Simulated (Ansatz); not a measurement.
An input meant for the cluster Be6 (charge 0, singlet).

```yaml
crystal:
  periodic: [false, false, false]
  atoms:
    - {symbol: Be, position_ang: [1.267064, 0.050112, -1.257673]}
    - {symbol: Be, position_ang: [1.083188, -1.052817, 0.257700]}
    - {symbol: Be, position_ang: [-0.900067, -0.291071, 1.206188]}
    - {symbol: Be, position_ang: [-0.636461, -0.695005, -0.773937]}
    - {symbol: Be, position_ang: [-1.420972, 1.080763, 0.025620]}
    - {symbol: Be, position_ang: [0.607248, 0.908018, 0.542091]}
basis:
  gaussian: {orbitals: 6-31G}
magnetization: {spin_polarized: true, initial_magnetization: 1}
hamiltonian: {xc: {name: CAM-B3LYP}}
scf: {omitted_lower_state_checks: [starts]}
output: {forces: true}
```

```sh
$ ansatz run in.yaml --threads 4 --pin off --events-out ev --progress --plain --max-ram 3916MiB
```

Output, abridged:

```
Error: a molecule whose nuclei and cores have a total charge of 24 cannot have a net charge of 0 together with 1 unpaired electrons
```

**Question.** What is wrong with this run?

**Answer.** The number of unpaired electrons doesn't fit the electron count. The input was rejected before any iteration.
